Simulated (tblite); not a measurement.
C2H8OSi.
SMILES with atom numbers: `[CH3:1][O:2][SiH2:3][CH3:4]` (hydrogens: H5, H6, H7 on C1; H8, H9 on Si3; H10, H11, H12 on C4)

Computed with GFN2-xTB (tblite), gas phase: nudged elastic band of 9 images (0 to 8), spring 0.2 eV/Å², climbing image at the end, force threshold 0.05 eV/Å. The top image wasn't refined or checked by frequencies; at this threshold it can lie a kcal/mol or more above the true saddle point of the method.

The band describes a rotation about Si3–O2 (oxygen-bound silicon, silyl ether oxygen), followed by the dihedral C4–Si3–O2–C1, from the optimised start (180°) to a second optimised geometry at -59°.

**Question.** Give the energy profile along the converged band.

**Answer.** 
| image | dihedral (°) | E (eV) | Si3–O2 (Å) | C4···C1 (Å) | largest true force (eV/Å) |
| --- | --- | --- | --- | --- | --- |
| 0 | 180 | 0.000 | 1.624 | 4.13 | 0.01 |
| 1 | -168 | 0.008 | 1.624 | 4.12 | 0.03 |
| 2 | -156 | 0.031 | 1.624 | 4.09 | 0.05 |
| 3 | -139 | 0.068 | 1.624 | 4.05 | 0.06 |
| 4 | -114 | 0.094 | 1.625 | 3.98 | 0.02 |
| 5 | -92 | 0.082 | 1.626 | 3.88 | 0.03 |
| 6 | -75 | 0.060 | 1.626 | 3.74 | 0.03 |
| 7 | -62 | 0.046 | 1.626 | 3.59 | 0.03 |
| 8 | -59 | 0.039 | 1.626 | 3.59 | 0.01 |

Barriers of this band. The top is image 4 at -114°: 0.094 eV forward and 0.055 eV back; the end lies 0.039 eV above the start. The central bond is 0.001 Å longer at the top than at the start.

**Question.** What rate follows at 250 K for crossing this barrier forward?

**Answer.** Taking the electronic barrier for the free energy of activation (no zero-point or entropy terms, transmission 1), rate = (kT/h)·exp(−ΔE/kT) ≈ 7 × 10^10 s⁻¹, whose inverse is 1 × 10^-11 s. An error of 1 kcal/mol in the barrier changes this by a factor of 7, and the method and the loose band can each miss by that much or more.

**Question.** How would the two end points share their population at 250 K, from these energies alone?

**Answer.** exp(−ΔE/kT) with ΔE = 0.039 eV gives 0.16 for the higher one (end) against 1 for the lower, without vibrational, rotational or degeneracy terms. GFN2-xTB can put conformers this close in the wrong order.

**Question.** How long is the path, and how are the images spaced?

**Answer.** Cartesian distances between aligned neighbours (all atoms, Å): 0.44, 0.47, 0.49, 0.53, 0.48, 0.53, 0.54, 0.49; the sum is 3.97 Å, and the top lies 48 % of the way along.

The cost below is that of the whole band run. On one thread, INTEL XEON PLATINUM 8581C at 2.10 GHz (x86_64), shared host with 80 logical CPUs at a one-minute load of 2.5, this took 1.7 s wall and 0.18 GiB of memory at its peak.
